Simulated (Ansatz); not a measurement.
A run on C₃H₉AlO, SMILES `C[CH](C)[AlH][OH]` with other settings.

```yaml
crystal:
  periodic: [false, false, false]
  atoms:
    - {symbol: C, position_ang: [-1.186162, 0.221076, 1.212272]}
    - {symbol: C, position_ang: [0.152635, 0.205326, 0.473224]}
    - {symbol: C, position_ang: [0.817912, -1.167980, 0.543753]}
    - {symbol: Al, position_ang: [-0.001855, 0.901912, -1.352884]}
    - {symbol: O, position_ang: [1.029819, 0.242122, -2.533722]}
    - {symbol: H, position_ang: [-1.894850, -0.489713, 0.774059]}
    - {symbol: H, position_ang: [-1.662588, 1.205624, 1.192970]}
    - {symbol: H, position_ang: [-1.063658, -0.062946, 2.264210]}
    - {symbol: H, position_ang: [0.815259, 0.923097, 0.983579]}
    - {symbol: H, position_ang: [0.197828, -1.936234, 0.071075]}
    - {symbol: H, position_ang: [1.786071, -1.184012, 0.038084]}
    - {symbol: H, position_ang: [0.976242, -1.479851, 1.583290]}
    - {symbol: H, position_ang: [-1.013809, 2.054473, -1.778758]}
    - {symbol: H, position_ang: [1.034257, 0.538002, -3.442450]}
basis:
  gaussian: {orbitals: aug-pcseg-2, fitting: {mean_field: cc-pVTZ-jkfit}}
hamiltonian: {xc: {name: r2SCAN50}, dispersion: d4}
output: {forces: true}
```

```sh
$ ansatz run in.yaml --threads 4 --pin off --events-out ev --progress --plain --max-ram 10444MiB
```

It prints (some lines left out):

```
Functional definition: r2SCAN50
707 factors; integrals over basis functions are off by at most 8.2e-1 eV
mean field evaluation 1: about -11888.8580 eV, gradient 7.5e1 eV
mean field evaluation 2: about -11886.9570 eV, gradient 8.1e1 eV
mean field evaluation 4: about -11900.5237 eV, gradient 3.5e0 eV
mean field evaluation 8: about -11900.5520 eV, gradient 4.0e-2 eV
mean field -11900.55200235 eV, -437.3372196025 hartree, gradient 3.4e-5 eV, S^2 0.000000; 0 other end points of the search recorded, 0 dependent functions left out
reference -11900.55201798 eV, -437.3372201768 hartree; 24, 24 occupied and 417, 417 virtual orbitals, 707 factors
Total energy: -11900.63867611 eV, -437.3404048043 hartree
Atom 0 at    -1.186162     0.221076     1.212272 Å, force    -0.082331    -0.026931     0.081864 eV/Å
Atom 1 at     0.152635     0.205326     0.473224 Å, force     0.055140     0.090294     0.051323 eV/Å
Atom 2 at     0.817912    -1.167980     0.543753 Å, force     0.029676    -0.105370     0.024751 eV/Å
Atom 3 at    -0.001855     0.901912    -1.352884 Å, force     0.177077    -0.148051    -0.148172 eV/Å
Atom 4 at     1.029819     0.242122    -2.533722 Å, force    -0.311995     0.449566    -0.388268 eV/Å
Atom 5 at    -1.894850    -0.489713     0.774059 Å, force     0.231690     0.219888     0.129252 eV/Å
Atom 6 at    -1.662588     1.205624     1.192970 Å, force     0.158039    -0.311270     0.002116 eV/Å
Atom 7 at    -1.063658    -0.062946     2.264210 Å, force    -0.035973     0.089062    -0.341299 eV/Å
Atom 8 at     0.815259     0.923097     0.983579 Å, force    -0.197818    -0.222950    -0.135557 eV/Å
Atom 9 at     0.197828    -1.936234     0.071075 Å, force     0.186417     0.250989     0.146088 eV/Å
Atom 10 at     1.786071    -1.184012     0.038084 Å, force    -0.311383     0.013963     0.159436 eV/Å
Atom 11 at     0.976242    -1.479851     1.583290 Å, force    -0.055165     0.105943    -0.334679 eV/Å
Atom 12 at    -1.013809     2.054473    -1.778758 Å, force     0.132813    -0.150503     0.058745 eV/Å
Atom 13 at     1.034257     0.538002    -3.442450 Å, force     0.023813    -0.254629     0.694400 eV/Å
Dipole moment:    -0.062609     0.121342    -0.051861 e Å
```

Hardware: 4 threads of an AMD EPYC 7B13 on a shared host. Wall time 11 s, peak host memory 1.2 GiB.
